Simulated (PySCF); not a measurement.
C2H7ClSi2, SMILES C=C[SiH2][SiH2]Cl.

Geometry: PBE-D3(BJ)/def2-SVP. One conformer was computed; it need not be the lowest.

The numbers are results of PBE-D3(BJ)/def2-SVP (PySCF 2.14.0), not measurements.

Frequencies are harmonic and unscaled.

Computed normal modes with their intensities:
```csv
mode,ν (cm⁻¹),IR (km/mol),moving atoms (share of kinetic energy)
1,40,0.2,"Si 38 %, Cl 25 %, C 20 %, H 17 %"
2,49,0.3,"Si 36 %, C 35 %, H 19 %, Cl 11 %"
3,94,1.0,"H 29 %, C 26 %, Si 24 %, Cl 22 %"
4,164,0.9,"C 29 %, Si 25 %, H 23 %, Cl 23 %"
5,258,1.1,"H 46 %, C 43 %, Si 10 %"
6,344,14.3,H 89 %
7,404,4.2,"Si 64 %, H 26 %"
8,498,5.9,"H 56 %, Si 24 %, C 19 %"
9,527,75.7,"Si 52 %, Cl 42 %"
10,544,1.3,"H 64 %, Si 27 %, C 8 %"
11,639,20.0,"H 53 %, C 24 %, Si 23 %"
12,677,9.9,"H 77 %, C 13 %, Si 9 %"
13,713,38.4,"H 83 %, C 13 %"
14,721,341.2,"H 84 %, Si 10 %"
15,817,24.8,"H 85 %, Si 14 %"
16,882,48.8,H 96 %
17,903,91.6,H 96 %
18,939,30.2,"H 72 %, C 28 %"
19,979,5.9,"H 82 %, C 17 %"
20,1001,9.6,H 93 %
21,1229,0.8,"H 74 %, C 26 %"
22,1369,9.6,"H 84 %, C 15 %"
23,1615,3.1,"C 86 %, H 14 %"
24,2148,129.2,H 98 %
25,2150,9.0,H 98 %
26,2158,7.1,H 96 %
27,2167,155.8,H 96 %
28,3050,9.5,H 95 %
29,3067,4.2,"H 92 %, C 8 %"
30,3144,6.4,"H 89 %, C 11 %"
```
